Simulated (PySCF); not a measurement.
Be(Me)(OSiH3) (CH₆BeOSi), SMILES [Be]([O][SiH3])[CH3].

Geometry optimised at PBE0-D3(BJ)/def2-SVP. The values are those of a single conformer.

These are PBE0-D3(BJ)/def2-SVP in PySCF 2.14.0 values and carry that method's errors.

Frequencies are harmonic and unscaled.

A small imaginary wavenumber (i) marks a very flat motion, where grid noise or a shallow saddle decides the sign.

Modes within 1.5 cm⁻¹ of each other (mostly degenerate sets) share a row, with their intensities summed.

Question: Give all harmonic wavenumbers and intensities. (An estimate is asked for; the answer gives what the named calculation found.)

Answer: 
| mode | ν (cm⁻¹) | IR (km/mol) | moving atoms (share of kinetic energy) |
|---|---|---|---|
| 1 | 6i | 0.0 | H 100 % |
| 2–3 | 62 | 0.9 | O 54 %, H 20 %, C 10 %, Si 10 % |
| 4–5 | 292 | 36.7 | Be 55 %, H 28 %, O 16 % |
| 6 | 477 | 2.9 | C 49 %, Si 29 %, H 18 % |
| 7–8 | 699 | 144.8 | H 62 %, Be 19 %, C 18 % |
| 9–10 | 738 | 188.0 | H 82 %, Si 9 % |
| 11 | 935 | 18.5 | O 40 %, Be 21 %, H 17 %, Si 15 % |
| 12–13 | 954 | 172.0 | H 96 % |
| 14 | 995 | 450.1 | H 82 %, Si 15 % |
| 15 | 1215 | 2.1 | H 78 %, C 20 % |
| 16–17 | 1421 | 2.2 | H 96 % |
| 18 | 1479 | 704.8 | Be 62 %, O 31 % |
| 19–20 | 2232 | 322.4 | H 96 % |
| 21 | 2237 | 76.0 | H 99 % |
| 22 | 3039 | 0.5 | H 97 % |
| 23–24 | 3134 | 11.1 | H 91 %, C 9 % |
